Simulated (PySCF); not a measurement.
# Worked example: entropy of an ideal gas

TeHI, SMILES [TeH]I.

Geometry: PBE0-D3(BJ)/def2-TZVP. The def2 effective core potentials stand for the cores of I, Te; spin–orbit coupling is left out.

PBE0-D3(BJ)/def2-TZVP (PySCF 2.14.0) gives the harmonic wavenumbers 213, 607, 2146 cm⁻¹ and the rotational temperatures 8.8450, 0.0525, 0.0522 K. The molar mass is 255.51 g/mol, the symmetry number 1, the spin multiplicity 1.

### Question
Work out the entropy at 298.15 K and 1 atm in the rigid-rotor, harmonic-oscillator model.

### Answer

Translation (Sackur–Tetrode at 1 atm): S = R[1.5 ln M + 2.5 ln T − 1.16487] = 177.9 J/(mol K).
Rotation: q = (√π/σ) T^1.5/√(θA θB θC) = 58600, S = R[ln q + 3/2] = 103.8 J/(mol K).
Vibration: with u = 1.4388 ν/T, each mode gives R[u/(e^u − 1) − ln(1 − e^−u)]:
| ν (cm⁻¹) | modes | u | S (J/(mol K)) |
|---|---|---|---|
| 213 | 1 | 1.03 | 8.44 |
| 607 | 1 | 2.93 | 1.83 |
The stiffer modes add less than 0.005 each. Sum 10.3 J/(mol K).
Spin: R ln 1 = 0.0 J/(mol K).
Total 291.9 J/(mol K); the program's own thermochemistry gives 291.9. Translation makes up 61 % and vibration 4 %. Anharmonicity, hindered rotation and orbital degeneracy are left out.
